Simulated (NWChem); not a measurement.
System: C2H3ClF2Si; SMILES C=C(Cl)[SiH](F)F

NWChem printed, in part:

```
             Northwest Computational Chemistry Package (NWChem) 7.3.0
             --------------------------------------------------------

 C1  symmetry detected

                             Geometry "geometry" -> ""
                             -------------------------

 Output coordinates in angstroms (scale by  1.889725989 to convert to a.u.)

  No.       Tag          Charge          X              Y              Z
 ---- ---------------- ---------- -------------- -------------- --------------
    1 C                    6.0000    -1.79093556    -0.75895128    -0.52181907
    2 C                    6.0000    -0.53490346    -0.65408566    -0.08136975
    3 Cl                  17.0000     0.48133395    -2.05236049     0.13801300
    4 Si                  14.0000     0.27769929     0.95550216     0.36847642
    5 F                    9.0000    -0.83651841     2.11195789     0.19718224
    6 F                    9.0000     1.46904680     1.28552184    -0.66496307
    7 H                    1.0000    -2.39379134     0.14588764    -0.63986602
    8 H                    1.0000    -2.24421815    -1.72258091    -0.77295562
    9 H                    1.0000     0.82982088     0.99069537     1.73709117

 Effective nuclear repulsion energy (a.u.)     361.5322740655

                                 NWChem DFT Module
                                 -----------------

 Summary of "ao basis" -> "ao basis" (spherical)
 ------------------------------------------------------------------------------
       Tag                 Description            Shells   Functions and Types
 ---------------- ------------------------------  ------  ---------------------
 C                          def2-svp                 6       14   3s2p1d
 Cl                         def2-svp                 8       18   4s3p1d
 Si                         def2-svp                 8       18   4s3p1d
 F                          def2-svp                 6       14   3s2p1d
 H                          def2-svp                 3        5   2s1p

            General Information
            -------------------
          SCF calculation type: DFT
          Wavefunction type:  closed shell.
          No. of atoms     :     9
          No. of electrons :    64
           Alpha electrons :    32
            Beta electrons :    32
          Charge           :     0
          Spin multiplicity:     1
          Use of symmetry is: off; symmetry adaption is: off
          Maximum number of iterations: 150
          AO basis - number of functions:   107
                     number of shells:    49
          Convergence on energy requested:  1.00D-06
          Convergence on density requested:  1.00D-05
          Convergence on gradient requested:  5.00D-04

              XC Information
              --------------
                      r^2SCAN Method XC Functional
               r^2SCAN metaGGA Exchange Functional  1.000
                     r^2SCAN Correlation Potential  1.000

             Grid Information
             ----------------
          Grid used for XC integration:  medium
          Radial quadrature: Mura-Knowles
          Angular quadrature: Lebedev.
          Tag              B.-S. Rad. Rad. Pts. Rad. Cut. Ang. Pts.
          ---              ---------- --------- --------- ---------
          C                   0.70       49          11.0       434
          Cl                  1.00       88          10.0       590
          Si                  1.10       88          11.0       590
          F                   0.50       49          12.0       434
          H                   0.35       45          12.0       434
          Grid pruning is: on
          Number of quadrature shells:   507
          Spatial weights used:  Erf1

      Superposition of Atomic Density Guess
      -------------------------------------

 Sum of atomic energies:       -1023.39454435

      Non-variational initial energy
      ------------------------------

 Total energy =   -1025.348566
 1-e energy   =   -2136.173714
 2-e energy   =     749.292874
 HOMO         =      -0.305101
 LUMO         =      -0.009432

     ---------------------------------------------
      Total Density - Mulliken Population Analysis
     ---------------------------------------------

    Atom       Charge   Shell Charges
 -----------   ------   -------------------------------------------------------
    1 C    6     6.18   1.99  0.97  0.27  1.99  0.94  0.02
    2 C    6     6.10   1.99  0.98  0.29  1.75  1.05  0.04
    3 Cl  17    17.18   2.00  1.99  1.22  0.71  5.94  2.11  3.18  0.02
    4 Si  14    12.52   2.00  1.99  0.87  0.16  5.93  0.84  0.45  0.28
    5 F    9     9.57   1.99  1.14  0.78  3.51  2.14  0.00
    6 F    9     9.57   1.99  1.15  0.78  3.51  2.13  0.00
    7 H    1     0.89   0.66  0.20  0.03
    8 H    1     0.90   0.66  0.21  0.03
    9 H    1     1.10   0.70  0.40  0.01

   convergence    iter        energy       DeltaE   RMS-Dens  Diis-err
 ---------------- ----- ----------------- --------- --------- ---------
 d= 0,ls=0.0,diis     1  -1026.7531169353 -1.39D+03  1.64D-02  9.70D-01
 d= 0,ls=0.0,diis     2  -1026.5734633104  1.80D-01  1.04D-02  2.92D+00
 d= 0,ls=0.0,diis     3  -1026.8545759757 -2.81D-01  2.68D-03  5.24D-02
 d= 0,ls=0.0,diis     4  -1026.8549776863 -4.02D-04  1.52D-03  4.36D-02
 d= 0,ls=0.0,diis     5  -1026.8611253568 -6.15D-03  2.76D-04  1.12D-03
  Resetting Diis
 d= 0,ls=0.0,diis     6  -1026.8612561518 -1.31D-04  5.45D-05  2.74D-05
 d= 0,ls=0.0,diis     7  -1026.8612589947 -2.84D-06  3.98D-05  7.47D-06
 d= 0,ls=0.0,diis     8  -1026.8612575259  1.47D-06  2.60D-05  2.34D-05
 d= 0,ls=0.0,diis     9  -1026.8612596898 -2.16D-06  2.15D-06  4.00D-08
 d= 0,ls=0.0,diis    10  -1026.8612596941 -4.33D-09  7.05D-07  7.87D-09

[...]
```

Level: r2SCAN/def2-SVP. The geometry was optimised at PBE0/def2-SVP.

**Question.** Which NWChem input produces such a log?

**Answer.** This is not unique; one that fits is the input that was run:
```
start job
memory heap 200 mb stack 900 mb global 1100 mb
geometry units angstroms noautoz
  C     -1.754147    -0.820647    -0.516544
  C     -0.496210    -0.672364    -0.094388
  Cl     0.571541    -2.034417     0.107501
  Si     0.266009     0.964147     0.346420
  F     -0.890466     2.081030     0.193611
  F      1.429700     1.337107    -0.703791
  H     -2.390025     0.062642    -0.624077
  H     -2.177022    -1.799254    -0.762759
  H      0.836662     1.016893     1.706845
end
basis spherical
  * library def2-svp
end
dft
  xc r2scan
  iterations 150
  mulliken
end
task dft energy
```
